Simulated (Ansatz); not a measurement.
Ansatz (a quantum-chemistry and plane-wave program) input:

Ansatz 0.2 input:
```yaml
crystal:
  periodic: [false, false, false]
  atoms:
    - {symbol: C, position_ang: [-1.52898140, 0.28395697, -0.12508139]}
    - {symbol: C, position_ang: [-0.29755424, -0.55255937, -0.45372486]}
    - {symbol: N, position_ang: [0.87491221, -0.03012743, 0.16507582]}
    - {symbol: C, position_ang: [1.81617265, 0.41968872, 0.68333094]}
    - {symbol: H, position_ang: [-1.40208934, 1.30883811, -0.47290718]}
    - {symbol: H, position_ang: [-1.70519531, 0.30357724, 0.95010670]}
    - {symbol: H, position_ang: [-2.40413276, -0.14490062, -0.61444932]}
    - {symbol: H, position_ang: [-0.42628060, -1.58198720, -0.11434102]}
    - {symbol: H, position_ang: [-0.12450949, -0.58115343, -1.53108804]}
basis:
  gaussian:
    orbitals: def2-TZVP
hamiltonian:
  xc: b3lyp
  dispersion: d3bj
phonons: {temperatures: {t_min: 298.15, t_max: 298.15, t_step: 100}}
```

Q: What final total energy does it print?

A: -172.11340 Eh (B3LYP-D3(BJ)/def2-TZVP). The basis has 154 functions. The run takes very roughly 80 core-seconds.
